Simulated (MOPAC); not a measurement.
MOPAC input (PM3):

```
PM3 FORCE THERMO(298,298) PRECISE LET CHARGE=-1 GEO-OK AUX(PRECISION=9) THREADS=1
C4H7

C    -1.90643221 1    0.15169758 1    0.00607493 1
C    -0.49814671 1    0.32409402 1    0.36676933 1
C     0.47165849 1   -0.28049273 1   -0.31345293 1
C     1.89411270 1   -0.10011047 1    0.05895072 1
H    -2.13269463 1   -0.50400938 1   -0.85813221 1
H    -2.35108963 1    1.13045515 1   -0.22493582 1
H    -2.45857684 1   -0.26404458 1    0.86126686 1
H     0.30895331 1   -0.94237729 1   -1.17932023 1
H     2.01051566 1    0.56479518 1    0.92415092 1
H     2.48181182 1    0.33075375 1   -0.76720174 1
H     2.37473807 1   -1.05788182 1    0.31436331 1
```

From the output:

```
     H   11   0.006451   0.021890   0.575871   0.615451   5.266518

          HEAT OF FORMATION =      32.292549 KCALS/MOLE

          ZERO POINT ENERGY      58.655 KCAL/MOL

           NORMAL COORDINATE ANALYSIS (Total motion = 1 Angstrom)

   Root No.       1         2         3         4         5         6         7         8

                 1 A"      2 A"      3 A"      1 A'      2 A'      4 A"      3 A'      5 A"

                 116.7     151.1     239.0     275.2     503.8     790.8     923.7     962.9

           1   -0.0000    0.0000   -0.0000    0.0023   -0.0653    0.0000    0.0315   -0.0000
           2    0.0000   -0.0000    0.0000   -0.0521   -0.0264   -0.0000    0.0311    0.0000
           3   -0.0042    0.0040   -0.0482   -0.0000    0.0000    0.0183   -0.0000   -0.0567
           4    0.0000    0.0000    0.0000   -0.0089   -0.0636    0.0000   -0.0147    0.0000
           5   -0.0000   -0.0000   -0.0000    0.0737    0.0347   -0.0000    0.0186   -0.0000
           6    0.0078    0.0448    0.0785   -0.0000    0.0000    0.0147    0.0000    0.0523
           7    0.0000   -0.0000    0.0000   -0.0018    0.0513   -0.0000    0.0047   -0.0000
           8   -0.0000    0.0000   -0.0000    0.0640   -0.0422    0.0000   -0.0225    0.0000
           9    0.0060   -0.0446    0.0604    0.0000   -0.0000   -0.0489   -0.0000   -0.0187
          10   -0.0000    0.0000   -0.0000    0.0025    0.0682   -0.0000   -0.0311   -0.0000
          11   -0.0000   -0.0000    0.0000   -0.0475    0.0313    0.0000   -0.0288    0.0000
          12   -0.0040    0.0051   -0.0484   -0.0000   -0.0000   -0.0112    0.0000   -0.0094
          13    0.0000    0.0000   -0.0000   -0.0941   -0.1386   -0.0000   -0.0978    0.0000
          14   -0.0000   -0.0000    0.0000   -0.1019   -0.0637    0.0000   -0.0395   -0.0000
          15    0.1484    0.1103   -0.1239    0.0000    0.0000   -0.0560    0.0000    0.0790
          16   -0.0109   -0.0293   -0.0997    0.0564   -0.0329   -0.1251    0.1547    0.2534
          17   -0.1409   -0.1081    0.0151   -0.0900   -0.0545   -0.0002   -0.0309    0.0078
          18   -0.0942   -0.0738   -0.0813    0.0001   -0.0018   -0.0359    0.0110    0.0564
          19    0.0109    0.0293    0.0997    0.0564   -0.0329    0.1251    0.1547   -0.2534
          20    0.1409    0.1081   -0.0150   -0.0900   -0.0545    0.0002   -0.0309   -0.0078
          21   -0.0942   -0.0738   -0.0813   -0.0001    0.0018   -0.0359   -0.0110    0.0564
          22    0.0000   -0.0000    0.0000    0.0440    0.0953    0.0000    0.0349    0.0000
          23   -0.0000    0.0000   -0.0000    0.0820   -0.0161   -0.0000   -0.0074   -0.0000
          24    0.0023   -0.1402    0.0421    0.0000   -0.0000    0.3366   -0.0000    0.1565
          25    0.0000   -0.0000   -0.0000   -0.0888    0.1706    0.0000    0.1281    0.0000
          26   -0.0000    0.0000    0.0000   -0.0844    0.0740   -0.0000    0.0378    0.0000
          27    0.1524   -0.1010   -0.1185   -0.0000   -0.0000    0.0460   -0.0000    0.0150
          28    0.0094   -0.0344    0.0804    0.0478    0.0250   -0.0981   -0.1302   -0.0448
          29    0.1406   -0.1076   -0.0273   -0.0852    0.0724    0.0054    0.0453    0.0008
          30   -0.0907    0.0843   -0.0707    0.0004   -0.0024    0.0339    0.0037    0.0123
          31   -0.0094    0.0344   -0.0804    0.0478    0.0250    0.0981   -0.1302    0.0448
          32   -0.1406    0.1076    0.0273   -0.0852    0.0724   -0.0054    0.0453   -0.0008
          33   -0.0907    0.0843   -0.0707   -0.0004    0.0024    0.0339   -0.0037    0.0123

   Root No.       9        10        11        12        13        14        15        16

                 4 A'      6 A"      5 A'      6 A'      7 A'      8 A'      9 A'      7 A"

                 992.6    1014.8    1135.7    1182.8    1231.3    1359.5    1405.9    1407.4

           1    0.0066    0.0000   -0.0412   -0.0288   -0.0023    0.0630    0.0098   -0.0000
           2   -0.0330   -0.0000    0.0237    0.0129    0.0052    0.0100   -0.0380    0.0000
           3   -0.0000   -0.0004    0.0000    0.0000    0.0000   -0.0000   -0.0000   -0.0383
           4    0.0033   -0.0000    0.0584    0.0465   -0.0204   -0.0143    0.0027    0.0000
           5    0.0184    0.0000   -0.0381   -0.0271   -0.0320    0.0127   -0.0018   -0.0000
           6   -0.0000   -0.0086   -0.0000   -0.0000    0.0000    0.0000    0.0000    0.0000
           7   -0.0035    0.0000   -0.0354    0.0323   -0.0553   -0.0079   -0.0048    0.0000
           8    0.0160   -0.0000    0.0552    0.0033    0.0062   -0.0198   -0.0009    0.0000
           9    0.0000    0.0646    0.0000   -0.0000    0.0000   -0.0000   -0.0000    0.0003
          10   -0.0077   -0.0000    0.0318   -0.0304    0.0087   -0.0343    0.0045    0.0000
          11   -0.0286    0.0000   -0.0373    0.0105    0.0085    0.0062    0.0039   -0.0000
          12   -0.0000   -0.0669   -0.0000    0.0000   -0.0000    0.0000    0.0000    0.0067
          13    0.1658   -0.0000   -0.2019   -0.1437    0.0624   -0.1414   -0.1733    0.0000
          14    0.0552   -0.0000   -0.0635   -0.0510    0.0272   -0.0746   -0.0904   -0.0000
          15   -0.0000   -0.0022    0.0000    0.0000   -0.0000    0.0000    0.0000    0.3603
          16   -0.1111   -0.0001   -0.0373   -0.0557    0.1056   -0.1433    0.0156   -0.1240
          17    0.0388   -0.0006   -0.0279   -0.0275   -0.0070   -0.0012    0.2798    0.1747
          18   -0.0044   -0.0009   -0.0235   -0.0282    0.0279   -0.0703    0.1816    0.0471
          19   -0.1111    0.0001   -0.0373   -0.0557    0.1056   -0.1433    0.0156    0.1240
          20    0.0388    0.0006   -0.0279   -0.0275   -0.0070   -0.0012    0.2798   -0.1747
          21    0.0044   -0.0009    0.0235    0.0282   -0.0279    0.0703   -0.1815    0.0471
          22    0.1009   -0.0000   -0.1496    0.2776    0.2194    0.0295    0.0196    0.0000
          23    0.0657    0.0000   -0.0040    0.1102    0.1286   -0.0029    0.0089   -0.0000
          24    0.0000   -0.1207    0.0000   -0.0000   -0.0000   -0.0000   -0.0000    0.0029
          25    0.1593    0.0000    0.2537   -0.1197    0.0922    0.0917    0.0009   -0.0000
          26    0.0407   -0.0000    0.0477   -0.0205    0.0357    0.0454    0.0012    0.0000
          27   -0.0000    0.0918   -0.0000    0.0000   -0.0000   -0.0000    0.0000   -0.0687
          28   -0.0941   -0.3103    0.0054   -0.0682    0.1200    0.1150   -0.0122   -0.0227
          29    0.0425    0.0008    0.0168    0.0108   -0.0169   -0.0371   -0.0202    0.0343
          30    0.0006    0.0834   -0.0134    0.0139   -0.0270   -0.0316    0.0187   -0.0085
          31   -0.0941    0.3103    0.0054   -0.0682    0.1200    0.1150   -0.0122    0.0227
          32    0.0425   -0.0008    0.0168    0.0108   -0.0169   -0.0371   -0.0202   -0.0343
          33   -0.0006    0.0834    0.0134   -0.0139    0.0270    0.0315   -0.0187   -0.0085

   Root No.      17        18        19        20        21        22        23        24

                10 A'      8 A"     11 A'     12 A'     13 A'     14 A'      9 A"     10 A"

                1408.6    1408.8    1414.1    1835.9    2940.9    2955.1    3011.9    3034.9

           1    0.0491   -0.0000    0.0110   -0.0671    0.0009    0.0095   -0.0000   -0.0000
           2    0.0128   -0.0000   -0.0008    0.0027   -0.0079   -0.0487    0.0000    0.0000
           3   -0.0000   -0.0074   -0.0000    0.0000   -0.0000   -0.0000    0.0006   -0.0565
           4   -0.0289    0.0000   -0.0056    0.2028    0.0038    0.0008   -0.0000   -0.0000
           5   -0.0127    0.0000   -0.0030    0.2000   -0.0002   -0.0017    0.0000    0.0000
           6    0.0000   -0.0003    0.0000   -0.0000    0.0000    0.0000   -0.0001   -0.0002
           7   -0.0568    0.0000   -0.0078   -0.1773    0.0221   -0.0024    0.0000    0.0000
           8    0.0006    0.0000    0.0015   -0.2021   -0.0531    0.0077   -0.0000   -0.0000
           9    0.0000   -0.0000   -0.0000    0.0000   -0.0000   -0.0000   -0.0002   -0.0001
          10    0.0837   -0.0000    0.0088    0.0292    0.0002   -0.0001   -0.0000    0.0000
          11    0.0060    0.0000   -0.0409    0.0078    0.0030   -0.0003    0.0000   -0.0000
          12   -0.0000   -0.0376   -0.0000   -0.0000    0.0000   -0.0000   -0.0559   -0.0007
          13   -0.0717    0.0000   -0.0301    0.0134   -0.0489   -0.2411    0.0000   -0.0000
          14   -0.0398   -0.0000   -0.0166    0.0391    0.0895    0.4979    0.0000    0.0000
          15    0.0000    0.0686   -0.0000   -0.0000    0.0000    0.0000    0.0004   -0.0344
          16   -0.0629   -0.0235   -0.0131    0.0011    0.0092    0.0543    0.0015   -0.1419
          17   -0.0180    0.0333    0.0205   -0.0087    0.0056    0.0443    0.0027   -0.2346
          18   -0.0514    0.0089    0.0047    0.0098   -0.0190   -0.1284   -0.0040    0.3551
          19   -0.0629    0.0235   -0.0131    0.0011    0.0092    0.0543   -0.0015    0.1419
          20   -0.0180   -0.0333    0.0205   -0.0087    0.0056    0.0443   -0.0027    0.2346
          21    0.0514    0.0089   -0.0047   -0.0098    0.0190    0.1284   -0.0040    0.3551
          22    0.0437   -0.0000    0.0024    0.1035   -0.2878    0.0393    0.0000    0.0000
          23    0.0471   -0.0000    0.0049   -0.0967    0.6420   -0.0786    0.0000    0.0000
          24    0.0000   -0.0009   -0.0000   -0.0000    0.0000   -0.0000   -0.0015    0.0008
          25   -0.1201    0.0000   -0.1408   -0.0501    0.0081   -0.0011   -0.0000   -0.0000
          26   -0.0621   -0.0000   -0.0712   -0.0244   -0.0268    0.0033    0.0000   -0.0000
          27    0.0000    0.3636    0.0000    0.0000    0.0000    0.0000   -0.0337   -0.0004
          28   -0.1435    0.1137    0.0600    0.0396   -0.0058    0.0002    0.1623    0.0017
          29    0.0057   -0.1816    0.2786    0.0000   -0.0112    0.0008    0.2255    0.0025
          30    0.0803    0.0456   -0.1906   -0.0137   -0.0219    0.0012    0.3524    0.0039
          31   -0.1435   -0.1137    0.0600    0.0396   -0.0058    0.0002   -0.1623   -0.0017
          32    0.0057    0.1816    0.2786    0.0000   -0.0112    0.0008   -0.2255   -0.0025
          33   -0.0803    0.0456    0.1906    0.0137    0.0219   -0.0012    0.3524    0.0039

   Root No.      25        26        27

                15 A'     16 A'     17 A'

                3053.2    3125.1    3148.0

           1   -0.0002    0.0222   -0.0006
           2   -0.0002    0.0146   -0.0002
           3    0.0000   -0.0000   -0.0000
           4    0.0009    0.0011   -0.0001
           5    0.0006   -0.0005   -0.0004
           6   -0.0000    0.0000    0.0000
           7    0.0002   -0.0005    0.0007
           8   -0.0031    0.0005    0.0005
           9    0.0000   -0.0000   -0.0000
          10   -0.0051    0.0005    0.0238
          11   -0.0456   -0.0006   -0.0122
          12   -0.0000    0.0000   -0.0000
          13   -0.0008   -0.0727    0.0022
          14    0.0003    0.1893   -0.0053
          15    0.0000    0.0000   -0.0000
          16    0.0005   -0.1001    0.0023
```

The dipole moment of an ion depends on the origin.
